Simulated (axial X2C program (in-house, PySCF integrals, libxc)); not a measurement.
# Density and ELF of SnB⁻

Computed with an axial X2C code built on PySCF integrals. Two-component (2c) means X2C with spin–orbit coupling and atomic mean-field two-electron Coulomb and Gaunt terms. Basis: Sn dyall-acv3z [12s13p10d5f1g], B dyall-av3z [8s7p3d2f] (cores contracted in-house); Gaussian nuclei, density fitting, unrestricted open shells. Masses: Sn 119.902 u, B 11.009 u.

PBE0, two-component, state Ω = 2 (⟨Sz⟩ = 0.99, ⟨Lz⟩ = 1.01 at PBE0); Sn at z = 0, B at z = 2.126 Å.

The maps cover the half plane through the axis: z from -2.4 to 4.2 Å along the bond, ρ from 0.15 to 2.25 Å away from it.

log10 of the density in e/bohr³:

```
 ρ\z  -2.4  -1.8  -1.2  -0.6   0.0   0.6   1.2   1.8   2.4   3.0   3.6   4.2
0.15  -2.8  -2.1  -1.4  -0.1   1.8  -0.1  -1.0  -0.7  -0.5  -1.3  -2.0  -2.8
0.45  -2.8  -2.2  -1.5  -0.5   0.4  -0.5  -1.1  -1.0  -1.1  -1.4  -2.1  -2.8
0.75  -2.9  -2.3  -1.6  -1.0  -0.5  -1.0  -1.4  -1.3  -1.3  -1.7  -2.3  -2.9
1.05  -3.0  -2.4  -1.9  -1.4  -1.2  -1.4  -1.6  -1.6  -1.6  -1.9  -2.5  -3.1
1.35  -3.1  -2.6  -2.1  -1.8  -1.6  -1.8  -1.9  -1.9  -2.0  -2.3  -2.7  -3.2
1.65  -3.3  -2.8  -2.4  -2.1  -2.0  -2.1  -2.2  -2.2  -2.3  -2.6  -3.0  -3.4
1.95  -3.5  -3.0  -2.6  -2.4  -2.3  -2.3  -2.4  -2.5  -2.7  -2.9  -3.2  -3.6
2.25  -3.7  -3.3  -2.9  -2.7  -2.6  -2.6  -2.7  -2.8  -3.0  -3.2  -3.5  -3.9
```

Electron localisation function (collinear form, no current term, damped to 0 at low density):

```
 ρ\z  -2.4  -1.8  -1.2  -0.6   0.0   0.6   1.2   1.8   2.4   3.0   3.6   4.2
0.15  0.54  0.80  0.51  0.60  0.75  0.60  0.63  0.06  0.19  0.96  0.94  0.73
0.45  0.50  0.79  0.58  0.39  0.76  0.36  0.65  0.34  0.23  0.95  0.93  0.68
0.75  0.44  0.76  0.68  0.27  0.40  0.21  0.65  0.78  0.82  0.93  0.89  0.58
1.05  0.35  0.71  0.75  0.42  0.25  0.31  0.62  0.75  0.81  0.87  0.80  0.42
1.35  0.23  0.61  0.75  0.63  0.46  0.47  0.56  0.65  0.70  0.74  0.62  0.24
1.65  0.13  0.47  0.68  0.69  0.60  0.52  0.49  0.51  0.53  0.54  0.38  0.10
1.95  0.06  0.31  0.55  0.62  0.58  0.49  0.42  0.38  0.35  0.30  0.17  0.03
2.25  0.02  0.15  0.38  0.49  0.48  0.42  0.34  0.26  0.20  0.14  0.06  0.01
```

Axial spin density in 10⁻³ e/bohr³:

```
 ρ\z  -2.4  -1.8  -1.2  -0.6  0.0   0.6   1.2   1.8   2.4   3.0  3.6  4.2
0.15   0.7   2.5   6.6   0.0  5.7  -1.3  20.1  33.3  56.1  33.8  6.9  1.4
0.45   0.6   2.2   5.6   2.7  0.8   2.5  15.8  16.5  38.1  23.7  5.6  1.2
0.75   0.5   1.6   4.0   3.6  0.5   5.4  10.5  10.0  18.4  12.9  3.8  0.9
1.05   0.4   1.1   2.4   2.6  1.9   4.7   6.3   5.9   8.1   6.2  2.3  0.6
1.35   0.3   0.7   1.4   1.6  1.7   3.0   3.6   3.2   3.6   2.8  1.2  0.4
1.65   0.2   0.4   0.8   0.9  1.1   1.7   2.0   1.7   1.7   1.3  0.7  0.3
1.95   0.1   0.2   0.4   0.5  0.7   0.9   1.0   0.9   0.8   0.6  0.3  0.1
2.25   0.1   0.1   0.2   0.3  0.4   0.5   0.5   0.5   0.4   0.3  0.2  0.1
```

One determinant describes the state; a PBE0 search over occupations chose it and may have missed a lower one. Density functionals use the spin component along the axis (collinear). Other states lie close and PBE0, whose exact exchange favours high spin, may order them wrongly; the determinant shown need not be the ground state. The nearest other 2c determinant of the search, Ω = 1, lies 0.13 eV up at the distance of the search. Without a current term, density functionals place determinants with orbital angular momentum somewhat too high. With several unpaired electrons one determinant need not be a pure state. Open-shell Ω = 0 determinants with evenly filled partner blocks cannot be reached by this program, so the Ω shown need not be the lowest component. The highest occupied level of some functionals is positive through self-interaction error; at Hartree–Fock it is bound.
